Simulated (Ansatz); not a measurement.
Bn (charge +1): gap (eV) at several levels, gas phase, relaxed structures; Ansatz. Clusters are the lowest isomers that short searches found in that spin, judged at the geometry's level. HOMO and LUMO are taken over both spins. Singlets are spin-restricted. A dash marks a value that wasn't run or was left out as unsound. The structures are stationary points that may keep the symmetry of their start. Remarks come from the PBE and PBE0 runs and from stability tests at other levels; not every state was tested.

| species | state | geometry | PBE-D4/def2-SVP | PBE-D4/def2-TZVP | PBE0-D4/def2-SVP | PBE0-D4/def2-TZVP | CAM-B3LYP-D4/def2-TZVP | remarks |
| --- | --- | --- | --- | --- | --- | --- | --- | --- |
| B4⁺ | doublet | B3LYP-D4/def2-TZVP | 1.07 | 1.07 | 2.89 | 2.91 | 5.05 | – |
| B5⁺ | singlet | B3LYP-D4/def2-SVP | 2.75 | 2.78 | 4.33 | 4.38 | 6.53 | – |
| B6⁺ | doublet | r2SCAN-D4/def2-SVP | 0.70 | 0.73 | 2.54 | 2.60 | 4.91 | spin-contaminated (⟨S²⟩ up to 0.94) |
| B8⁺ | doublet | PBE-D4/def2-SVP | 0.16 | 0.17 | 1.72 | 1.76 | 3.87 | – |
| B10⁺ | doublet | PBE0-D4/def2-SVP | 0.53 | 0.54 | 2.15 | 2.17 | 4.27 | – |
| B12⁺ | doublet | r2SCAN-D4/def2-SVP | 0.45 | 0.46 | 2.05 | 2.06 | – | – |
| B13⁺ | singlet | r2SCAN-D4/def2-SVP | 1.40 | 1.41 | 2.97 | 2.99 | – | – |

Task: Estimate the column for r2SCAN-D4/def2-TZVP.

Result: B4⁺ 1.74; B5⁺ 3.06; B6⁺ 1.24; B8⁺ 0.50; B10⁺ 1.00; B12⁺ 0.72; B13⁺ 1.66.

Over the 5 species that have every level, the mean is 1.04 at PBE-D4/def2-SVP, 1.06 at PBE-D4/def2-TZVP, 1.51 at r2SCAN-D4/def2-TZVP, 2.73 at PBE0-D4/def2-SVP, 2.77 at PBE0-D4/def2-TZVP, 4.92 at CAM-B3LYP-D4/def2-TZVP. Orbital gaps grow with the share of exact exchange and aren't one observable across functionals.
